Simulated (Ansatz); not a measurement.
**A correction line for B3LYP/6-31G* (spherical functions): atomisation enthalpy at 298 K**

The atomisation enthalpy at 298 K in kJ/mol of 6 S-containing molecules: x at B3LYP/6-31G* (spherical functions), y from tabulated heats of molecules and atoms (CRC Handbook of Chemistry and Physics, NIST-JANAF tables). Shapes, held fixed at every level: PBE0-D4/def2-TZVP; GeS at the measured bond length. Flexible molecules stand in one conformer, not always the lowest. Computed values hold a harmonic thermal term (PBE0-D4/def2-TZVP, wB97M-V/def2-TZVPD) and the atoms' spin-orbit lowering. Programs: Ansatz 0.2.0.

```
                 molecule  x (kJ/mol)  y (kJ/mol)
  GeS (germanium sulfide)         515         557
   OCS (carbonyl sulfide)        1357           ?
SO2F2 (sulfuryl fluoride)        1481        1693
CHNS (isothiocyanic acid)        1532        1557
         C2H4S (thiirane)        2474        2501
 C2H4OS (thioacetic acid)        2973        3007
```

Question: Fit y = c + s·x to the known rows and predict y for OCS.

Answer: 
1. Means of the 5 rows: x = 1795.00, y = 1863.0.
2. Σ(Δx)² = 3654890, Σ(Δx·Δy) = 3586372, so the slope is 3586372/3654890 = 0.98125.
3. Intercept: 1863.0 − (0.98125) × 1795.00 = 101.7. The largest residual of the fit is 138.
4. OCS: 101.7 + 0.98125 × 1357 = 1433 kJ/mol.

The tabulated heats give 1381 kJ/mol, so the prediction is off by +52 kJ/mol, within the largest residual. The largest residual belongs to SO2F2, which stands apart and tilts the line. Uncorrected, B3LYP/6-31G* (spherical functions) misses OCS by -24 kJ/mol, and the other rows by 68 on average. With references in doubt, neither the misses nor the line can be laid on the level alone. Left out in turn, the other rows are missed by 90 kJ/mol on average, worse than no correction. The heats of SO2F2 (sulfuryl fluoride) come from older tables and can be uncertain by 10 kJ/mol or more. The tabulated value of GeS is in doubt (older tables, estimates, or at odds with other calculations) and kept here. Relativity is left out for Ge.
